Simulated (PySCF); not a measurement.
# Correlation energy of C⁺ (carbon, charge +1)

[He] 2s2 3s1, 2S determinant (an excited configuration). Calculation: PySCF 2.14, in x2c-TZVPPall with one added diffuse shell each of s, p, d type (6s4p3d1f, 40 functions); scalar relativity by spin-free X2C-1e. Frozen: 1s2; 3 electrons correlated.

```
  level  correlation energy (mhartree)
   CCSD                         -70.77
    (T)                          -3.96
CCSD(T)                         -74.73
  CCSDT                         -74.91
```

Diagnostics: T1 = 0.0065, D1 = 0.0155, largest double amplitude 0.259.

The outer electron is Rydberg-like, and this basis confines it to a smaller radius and binds it less than a complete one would. A double-excitation amplitude exceeds 0.15, a sign of near-degeneracy.

Cost of the coupled-cluster step: about 1.8 core-seconds, for 3 correlated electrons.
